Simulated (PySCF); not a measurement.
Ionising InH

r²SCAN; basis In def2-TZVPPD with ECP28, H def2-TZVPPD; scalar-relativistic core potentials; PySCF 2.14. Neutral (UKS): singlet (closed shell), Re = 1.848 Å, ωe = 1457 cm⁻¹, De = 2.69 eV, HOMO -5.01 eV, LUMO -2.21 eV.

InH⁺ (UKS): doublet (σ ↑), Re = 1.855 Å, ωe = 1052 cm⁻¹, De = 0.51 eV to In⁺ + H. The energies at the minima are -190.78013 hartree for InH and -190.49023 for InH⁺.

(1) Work out the adiabatic ionisation energy, without and with harmonic zero-point energies (1 hartree = 27.2114 eV, 1 eV = 8065.5 cm⁻¹), and the change of the bond length.

InH⁻ (UKS): doublet (π ↑), Re = 1.890 Å, ωe = 1258 cm⁻¹. The energies at the minima are -190.78013 hartree for InH and -190.79095 for InH⁻.

(2) Work out the adiabatic electron affinity, without and with harmonic zero-point energies (1 hartree = 27.2114 eV, 1 eV = 8065.5 cm⁻¹), and the change of the bond length.

Spin–orbit coupling is left out, which matters for elements this heavy, above all for dissociation energies. For an ion De counts to the pair picked by the measured ionisation energies or electron affinities, which need not be the lowest pair at this level. The highest Kohn–Sham level is positive in this anion. Much of that is self-interaction error, but it also means that the finite basis helps to hold the extra electron. States were picked by a PBE0 search and need not be the measured ground states.

Results:

(1) At r²SCAN: 0.28990 hartree = 7.889 eV between the minima; the zero-point term (1052.0 − 1457.0)/2 cm⁻¹ = -0.025 eV makes it 7.863 eV. Re changes by +0.7 pm against the neutral. Minus the HOMO energy is 5.01 eV, -2.88 eV from the value between the minima; self-interaction puts the Kohn–Sham level too high, less so with exact exchange. The electron leaves a σ orbital, and the small change of length marks it as nearly non-bonding.

(2) At r²SCAN: 0.01082 hartree = 0.294 eV between the minima; the zero-point term (1457.0 − 1258.0)/2 cm⁻¹ = +0.012 eV makes it 0.307 eV. Re changes by +4.2 pm against the neutral. The electron enters a π orbital, which is non-bonding in a hydride.
